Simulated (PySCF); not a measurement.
Atoms are numbered as in `[CH2:1]=[C:2]=[CH:3][CH2:4][B:5]([Cl:6])[Cl:7]`. Each H is labelled by its parent atom.

Geometry: PBE0-D3(BJ)/def2-SVP; GIAO shifts from PySCF, gas phase, non-relativistic, averaged over equivalent atoms.

At PBE0/STO-3G (48 basis functions, 3.8 s wall time on 1 thread of an Arm Neoverse V1, shared host):
| atoms | δ (ppm) |
| --- | --- |
| C2 | 177.6 |
| C3 | 81.3 |
| C1 | 78.2 |
| C4 | 26.6 |
| B5 | 64.0 |
| Cl6/Cl7 | 112.6 |
| H(C1) | 4.80 |
| H(C3) | 4.42 |
| H(C4) | 2.12 |

Shifts are taken against calculated references (same method and geometry level): $^{13}$C (234.69 ppm) and $^{1}$H (32.60 ppm) against TMS; BF3·OEt2 for $^{11}$B (128.75 ppm); HCl for $^{35}$Cl (1025.84 ppm).

**Question.** Estimate the result of repeating the calculation with PBE0/6-311+G(2d,p).

**Answer.** 
| atoms | δ at PBE0/6-311+G(2d,p) | change |
| --- | --- | --- |
| C2 | 222.6 | +45.0 |
| C3 | 88.8 | +7.5 |
| C1 | 77.4 | -0.8 |
| C4 | 32.3 | +5.7 |
| B5 | 62.7 | -1.3 |
| Cl6/Cl7 | 280.3 | +167.7 |
| H(C1) | 4.98 | +0.18 |
| H(C3) | 5.18 | +0.76 |
| H(C4) | 2.23 | +0.11 |

δ = σ(ref) − σ, references computed at the same level: $^{13}$C (186.44 ppm) and $^{1}$H (31.51 ppm) against TMS; $^{11}$B (102.42 ppm) vs BF3·OEt2; $^{35}$Cl (948.03 ppm) against HCl.

The largest change is at Cl6/Cl7 (chlorine bonded to B). Cost: 235 basis functions, 27 s wall time on 1 thread of an Arm Neoverse V2, shared host. The order of the carbon signals is the same at both levels.

A carbon bonded to boron is broadened by the quadrupolar boron nucleus and is often missing from a measured spectrum.
